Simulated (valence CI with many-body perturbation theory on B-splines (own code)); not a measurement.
# E1 line list for Pd³²⁺

Level of theory: configuration interaction combined with many-body perturbation theory (CI+MBPT): four valence electrons over a frozen Dirac-Fock core [Ne], a basis of 11 s, 11 p, 9 d, 7 f, 5 g, 2 h, 1 i functions for each j, with the one-electron correlation potential Σ1, the two-electron term Σ2, the three-electron term Σ3, Breit, model QED; selected CI, second order for the rest (own B-spline code, finite nucleus).

The last digits are not significant, and no measured levels were compared; by estimate large intervals hold to a few tenths of a per cent, small ones and those within an open d or f shell to about a per cent.

Lines 1 to 50 of 235 in falling wavelength, among levels below 2562200 cm⁻¹, chosen from the strongest by gf and those to the six lowest levels. Wavelengths and rates use the calculated energies. Electric multipoles are in the length gauge, E1 and E2 with the static RPA response of the core. Weak lines are less certain than strong ones. Lines between different terms over intervals too small for the method are left out, as are lines whose strength nearly cancels. Where a level lies close to another of its J and parity, the split of strength between their lines is uncertain. The highest levels of a list are the least certain.

Levels are named by their leading jj configuration (3d3/2^4 stands for four electrons in 3d with j = 3/2), which in mixed levels can hold well under half, so a name can repeat and another be missing. Letters in brackets count levels of one name in rising energy.

```csv
λ vac (Å),Upper,Lower,A (s⁻¹),S (a.u.)
336.1,(3s 3p1/2^2 3p3/2) J=2,(3s^2 3p3/2^2) J=2,1.23e+07,1.15e-03
296.5,(3s 3p1/2^2 3p3/2) J=1,(3s^2 3p3/2^2) J=0,1.53e+07,5.92e-04
232.3,(3s 3p1/2^2 3p3/2) J=1,(3s^2 3p3/2^2) J=2,1.89e+08,3.50e-03
203.4,(3s 3p1/2 3p3/2 3d5/2) J=4 [b],(3s^2 3p3/2 3d3/2) J=3,8.22e+08,3.07e-02
188.9,(3s 3p1/2^2 3d5/2) J=3,(3s^2 3p1/2 3d5/2) J=2,8.58e+08,2.00e-02
184.6,(3s 3p1/2 3p3/2^2) J=2 [a],(3s^2 3p3/2^2) J=2,2.45e+08,3.80e-03
182.2,(3s 3p1/2 3p3/2 3d5/2) J=4 [c],(3s^2 3p3/2 3d5/2) J=3,1.06e+09,2.85e-02
170.8,(3s 3p1/2^2 3d5/2) J=3,(3s^2 3p1/2 3d5/2) J=3,1.28e+09,2.20e-02
169.5,(3s 3p1/2^2 3p3/2) J=2,(3s^2 3p1/2 3p3/2) J=2,1.52e+09,1.83e-02
168.8,(3s 3p1/2 3p3/2 3d5/2) J=2 [c],(3s^2 3p3/2 3d5/2) J=1,1.76e+09,2.09e-02
166.8,(3s 3p1/2 3p3/2 3d5/2) J=4 [d],(3s^2 3p3/2 3d5/2) J=3,1.00e+09,2.07e-02
166.7,(3s 3p1/2 3p3/2 3d5/2) J=5,(3s^2 3p3/2 3d5/2) J=4,3.16e+09,7.94e-02
164.1,(3s 3p1/2 3p3/2^2) J=3,(3s^2 3p3/2^2) J=2,2.44e+09,3.72e-02
162.9,(3s^2 3p1/2 3d3/2) J=2,(3s^2 3p3/2^2) J=2,3.20e+08,3.42e-03
158.5,(3s 3p1/2^2 3p3/2) J=2,(3s^2 3p1/2 3p3/2) J=1,2.38e+09,2.34e-02
158.5,(3s 3p1/2 3p3/2^2) J=1 [a],(3s^2 3p3/2^2) J=0,1.11e+09,6.52e-03
154.9,(3s 3p1/2 3p3/2 3d3/2) J=3 [b],(3s^2 3p3/2 3d3/2) J=3,1.16e+09,1.50e-02
153.5,(3s 3p1/2^2 3d3/2) J=1,(3s^2 3p1/2 3d3/2) J=2,3.00e+09,1.61e-02
152.7,(3s 3p1/2 3p3/2 3d3/2) J=3 [b],(3s^2 3p3/2 3d3/2) J=2,1.22e+09,1.50e-02
149.8,(3s 3p1/2^2 3d3/2) J=2,(3s^2 3p1/2 3d3/2) J=2,2.92e+09,2.42e-02
149.5,(3s 3p1/2 3p3/2 3d5/2) J=1 [a],(3s 3p3/2^3) J=2,3.82e+09,1.89e-02
148.1,(3s 3p1/2 3p3/2 3d3/2) J=2 [b],(3s 3p1/2 3p3/2^2) J=1 [b],2.00e+09,1.60e-02
145.0,(3s 3p1/2 3p3/2 3d5/2) J=3 [e],(3s^2 3p3/2 3d5/2) J=3,2.73e+09,2.88e-02
141.5,(3s^2 3p1/2 3d3/2) J=1,(3s^2 3p3/2^2) J=0,1.18e+09,4.95e-03
138.3,(3s 3p1/2^2 3p3/2) J=1,(3s^2 3p1/2 3p3/2) J=2,5.50e+09,2.16e-02
138.1,(3s 3p1/2 3p3/2^2) J=1 [a],(3s^2 3p3/2^2) J=2,1.09e+09,4.25e-03
137.3,(3s 3p1/2 3p3/2 3d5/2) J=2 [d],(3s^2 3p3/2 3d5/2) J=2,3.36e+09,2.15e-02
135.9,(3s 3p1/2 3p3/2 3d5/2) J=3 [b],(3s 3p3/2^3) J=2,1.96e+09,1.70e-02
135.1,(3s 3p1/2 3p3/2 3d3/2) J=2 [b],(3s^2 3p1/2 3d5/2) J=3,2.76e+09,1.68e-02
133.1,(3s 3p1/2 3p3/2 3d5/2) J=2 [e],(3s 3p3/2^3) J=1,2.89e+09,1.68e-02
133.0,(3p1/2^2 3p3/2^2) J=2,(3s 3p1/2 3p3/2^2) J=3,1.18e+10,6.85e-02
132.7,(3s 3p1/2 3p3/2^2) J=2 [b],(3s^2 3p3/2^2) J=2,1.86e+09,1.07e-02
132.3,(3s 3p1/2 3p3/2^2) J=1 [b],(3s^2 3p3/2^2) J=0,1.70e+09,5.83e-03
131.2,(3s 3p1/2 3p3/2 3d5/2) J=3 [c],(3s^2 3p3/2 3d5/2) J=4,2.26e+09,1.77e-02
130.9,(3s 3p1/2^2 3p3/2) J=1,(3s^2 3p1/2 3p3/2) J=1,9.57e+08,3.18e-03
129.6,(3s 3p1/2 3p3/2 3d5/2) J=2 [b],(3s 3p3/2^3) J=2,7.91e+09,4.25e-02
128.1,(3s 3p1/2 3p3/2 3d5/2) J=4 [d],(3s^2 3p3/2 3d5/2) J=4,1.96e+09,1.83e-02
127.5,(3s^2 3p1/2 3d5/2) J=3,(3s^2 3p3/2^2) J=2,7.72e+08,5.53e-03
126.7,(3s 3p3/2^2 3d3/2) J=1 [b],(3s^2 3p3/2 3d5/2) J=2,5.38e+09,1.62e-02
126.6,(3s 3p1/2 3p3/2 3d3/2) J=2 [e],(3s^2 3p3/2 3d3/2) J=3,3.05e+09,1.52e-02
126.1,(3s 3p1/2 3p3/2 3d5/2) J=3 [d],(3s^2 3p3/2 3d5/2) J=4,2.42e+09,1.68e-02
125.0,(3s^2 3p1/2 3d3/2) J=1,(3s^2 3p3/2^2) J=2,4.56e+08,1.32e-03
124.6,(3p3/2^4) J=0,(3s 3p3/2^3) J=1,1.21e+10,1.15e-02
122.0,(3p1/2^2 3p3/2^2) J=2,(3s 3p1/2 3p3/2^2) J=2 [a],6.31e+09,2.83e-02
119.9,(3s 3p1/2 3p3/2^2) J=2 [a],(3s^2 3p1/2 3p3/2) J=2,1.98e+08,8.44e-04
119.0,(3s^2 3p1/2 3d5/2) J=2,(3s^2 3p3/2^2) J=2,1.45e+09,6.02e-03
117.8,(3s 3p1/2 3p3/2^2) J=1 [b],(3s^2 3p3/2^2) J=2,2.78e+09,6.73e-03
117.8,(3s 3p1/2 3p3/2 3d3/2) J=2 [c],(3s^2 3p1/2 3d5/2) J=3,3.52e+09,1.42e-02
117.1,(3s 3p1/2 3p3/2 3d5/2) J=2 [a],(3s 3p1/2 3p3/2^2) J=2 [b],3.33e+09,1.32e-02
116.2,(3s 3p3/2^2 3d5/2) J=4,(3s^2 3p3/2 3d5/2) J=4,2.89e+09,2.01e-02
```
